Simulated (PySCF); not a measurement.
C2H7ClSi2. Atoms are numbered in the order given.

```xyz
12

Cl     2.2930     0.0015    -0.5250
Si     0.4848    -0.1109     0.4891
C     -0.7543    -1.4292    -0.1011
C     -2.0488    -0.6442     0.2396
Si    -1.4085     1.1501    -0.0133
H      0.8003    -0.2329     1.9444
H     -0.6907    -2.4377     0.3363
H     -0.6447    -1.5327    -1.1941
H     -2.9288    -0.9465    -0.3497
H     -2.3116    -0.7730     1.3035
H     -1.4723     1.5565    -1.4509
H     -1.9834     2.2318     0.8424
```
Charge 0, spin multiplicity 1.

Geometry: PBE0-D3(BJ)/def2-SVP. The structure was generated by enumeration; whether it is a known compound was not checked.

These are SMD-B3LYP/def2-SVP run with PySCF values and carry that method's errors.

Solvation free energies are E(SMD) − E(gas) at the gas-phase geometry, for 1 M in both phases. In vacuum the dipole moment is 1.74 D.

### Question
Estimate the solvation free energies in water, diethylether, dichloromethane. (The exact figures need the calculation; the answer reports its results.)

### Answer

```json
[
 {"solvent": "water", "ΔG(solv) (kcal/mol)": "1.5", "its non-electrostatic (CDS) part": "3.2", "dipole (D)": "2.33"},
 {"solvent": "diethylether", "ΔG(solv) (kcal/mol)": "-3.3", "its non-electrostatic (CDS) part": "-2.2", "dipole (D)": "2.15"},
 {"solvent": "dichloromethane", "ΔG(solv) (kcal/mol)": "-3.4", "its non-electrostatic (CDS) part": "-2.0", "dipole (D)": "2.24"}
]
```
